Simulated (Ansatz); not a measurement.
Ideal-gas functions of FH3OSiZn, SMILES `F[SiH2][O][ZnH]` at 800 K and 1 bar, from an Ansatz frequency run at PBE0-D4/def2-TZVP.

Molar mass 131.5 g/mol, point group Cs (symmetry number 1), electronic degeneracy 1, moments of inertia 43.651, 320.819, 358.403 u Å². Harmonic wavenumbers (cm⁻¹, unscaled): 48, 49, 340, 468, 477, 500, 704, 735, 852, 944, 990, 1084, 2010, 2235, 2240.

Use S(trans) = R[1.5 ln M + 2.5 ln T − 1.1517]; rotational temperatures θ = 24.2544 K / I; S(rot) = R[ln(√π/σ · √(T³/θAθBθC)) + 1.5]; for each mode x = 1.438777 ν̃/T, S = R[x/(eˣ − 1) − ln(1 − e⁻ˣ)] and H = RT x/(eˣ − 1); 1 cm⁻¹ = 0.0119627 kJ/mol; R = 8.31446 J/(mol·K).

Q: By hand: the entropy, in J/(mol·K).

A: Translation 190.2. Rotation: θ = 0.5556, 0.0756, 0.0677 K, giving 125.0. Vibration, mode by mode: 28.68, 28.51, 12.53, 9.99, 9.84, 9.47, 6.89, 6.57, 5.53, 4.85, 4.54, 3.97, 1.06, 0.76, 0.76, in all 133.9. Electronic 0.0. Sum 449.1 J/(mol·K).

Q: By hand: H − E and G − E in kJ/mol, counted from the electronic energy.

A: Zero-point energy ½ × 13676 × 0.0119627 = 81.8; thermal vibration 48.1; translation, rotation and pV give 4 RT = 26.6. H − E = 156.5 kJ/mol, and G − E = 156.5 − 800 × 449.1/1000 = -202.8 kJ/mol.

Vibration gives 30 % of the entropy, 57.2 J/(mol·K) of it from the modes under 150 cm⁻¹: soft modes count most, and the harmonic formula is weakest for them. The sum counts one conformer and one mirror image; others add a mixing term.
